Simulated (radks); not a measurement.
Task: Sn9+, configuration [Kr] 4d5. All-electron calculation, scalar-relativistic Kohn-Sham, PBE, spin-polarised, spherical densities, finite nucleus; open shells are filled with parallel spins first (spin-orbit coupling, left out, can overturn this in heavy ions); Fermi nuclear charge, rms radius 4.6519 fm. Program: a radial shooting solver on a logarithmic mesh with Libxc functionals. Some entries of the table are withheld. Estimate them.

orbital  occ.  eigenvalue (Ry)  <r^2> (bohr^2)  r(max) (bohr)
1s up       1        -2144.677        0.001143        0.01878
1s down     1        -2144.677        0.001143        0.01878
2s up       1        -334.3365         0.01857         0.1061
2s down     1        -334.2088         0.01857         0.1061
2p up       3        -301.4047         0.01466        0.08495
2p down     3        -301.3070         0.01466        0.08494
3s up       1        -74.23339          0.1313         0.3072
3s down     1        -74.17164          0.1312         0.3073
3p up       3        -63.47926          0.1319         0.3006
3p down     3        -63.40813          0.1317         0.3007
3d up       5        -46.97209          0.1166         0.2504
3d down     5        -46.86010          0.1164         0.2507
4s up       1              (1)          0.7034         0.7355
4s down     1              (2)          0.7023         0.7335
4p up       3        -17.92712             (3)         0.7712
4p down     3        -17.46321             (4)         0.7691
4d up       5              (5)          0.9982         0.8324
4d down     0              (6)           1.011         0.8309

Result: 
(1) 4s up eigenvalue (Ry): -21.33419
(2) 4s down eigenvalue (Ry): -20.87452
(3) 4p up <r^2> (bohr^2): 0.7947
(4) 4p down <r^2> (bohr^2): 0.7961
(5) 4d up eigenvalue (Ry): -12.81519
(6) 4d down eigenvalue (Ry): -12.36208
